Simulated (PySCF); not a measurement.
PySCF 2.14 output of an unrestricted PBE calculation on a single atom or ion in aug-cc-pVQZ with one added diffuse shell each of s, p, d, f, g type (7s6p5d4f3g, 105 functions), with the non-relativistic Hamiltonian (point nucleus):

```
SCF conv_tol = 1e-09
number electrons alpha = 4  beta = 2
    J. P. Perdew, K. Burke, and M. Ernzerhof.,  Phys. Rev. Lett. 77, 3865 (1996)
    J. P. Perdew, K. Burke, and M. Ernzerhof.,  Phys. Rev. Lett. 78, 1396 (1997)
    J. P. Perdew, K. Burke, and M. Ernzerhof.,  Phys. Rev. Lett. 77, 3865 (1996)
    J. P. Perdew, K. Burke, and M. Ernzerhof.,  Phys. Rev. Lett. 78, 1396 (1997)
cycle= 1 E= -71.9777707454862  delta_E= -0.00478  |g|= 0.00971  |ddm|= 0.293
cycle= 2 E= -71.9778053897088  delta_E= -3.46e-05  |g|= 0.00116  |ddm|= 0.0205
cycle= 3 E= -71.9778066349427  delta_E= -1.25e-06  |g|= 0.000247  |ddm|= 0.00385
cycle= 4 E= -71.9778066862071  delta_E= -5.13e-08  |g|= 4.14e-05  |ddm|= 0.000678
cycle= 5 E= -71.9778066906446  delta_E= -4.44e-09  |g|= 4.91e-06  |ddm|= 0.000205
cycle= 6 E= -71.9778066907074  delta_E= -6.28e-11  |g|= 6.16e-08  |ddm|= 2.75e-05
converged SCF energy = -71.9778066907074  <S^2> = 2.0008864  2S+1 = 3.0005909
```

The run itself started from symmetry-adapted Hartree-Fock orbitals and held the occupation by maximum overlap, on a logarithmic radial grid, so the iterations belong to that start.

Problem. Which element, charge and spin multiplicity is this?

Solution. O²⁺ (oxygen, charge +2), multiplicity 3; the state was [He] 2s2 2p1 3s1, high-spin 3P determinant (an excited configuration).

The outer electron is Rydberg-like, and this basis confines it to a smaller radius and binds it less than a complete one would.
